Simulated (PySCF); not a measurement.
## How the method changes the constants of InP⁻

State: ²Π (doublet), unpaired electrons π ↑. Set-up: basis In def2-TZVPPD with ECP28, P def2-TZVPPD; scalar-relativistic core potentials; PySCF 2.14. De refers to In + P⁻ in their high-spin ground configurations, without counterpoise correction. The functionals are run spin-unrestricted. A positive dipole points towards P; it is taken about the centre of mass and depends on that origin.

| Level | Re (Å) | ωe (cm⁻¹) | De (eV) | μ (D) |
| --- | --- | --- | --- | --- |
| ROHF-MP2 | 2.432 | 344 | n/a | n/a |
| ROHF-SCS-MP2 | 2.442 | 340 | n/a | n/a |
| ROHF-CCSD | 2.441 | 342 | n/a | n/a |
| ROHF-CCSD(T) | 2.454 | 330 | n/a | n/a |
| PBE | 2.473 | 313 | n/a | -3.93 |
| revPBE | 2.487 | 308 | n/a | -4.01 |
| BP86 | 2.476 | 311 | 3.32 | -3.94 |
| TPSS | 2.467 | 317 | n/a | -3.98 |
| r²SCAN | 2.448 | 329 | n/a | -3.92 |
| PBE0 | 2.442 | 335 | n/a | -4.09 |
| B97-3 | 2.467 | 326 | n/a | -4.30 |
| CAM-B3LYP | 2.428 | 344 | n/a | -4.29 |
| B2PLYP | 2.458 | 326 | n/a | -4.39 |

The bond length runs from 2.428 Å (CAM-B3LYP) to 2.487 Å (revPBE).

Correlated steps freeze 9 core orbitals. Spin–orbit coupling is left out, which matters for elements this heavy, above all for dissociation energies. For an ion De counts to the pair picked by the measured ionisation energies or electron affinities, which need not be the lowest pair at this level. The highest Kohn–Sham level is positive in this anion. Much of that is self-interaction error, but it also means that the finite basis helps to hold the extra electron. B2PLYP dipoles, levels and charges come from its SCF part alone. The state was picked by a PBE0 search and need not be the measured ground state.

The whole job (state search and all levels along the bond) took about 27 min on 2 threads of Arm Neoverse N1 (shared host), peak memory 4.7 GiB.
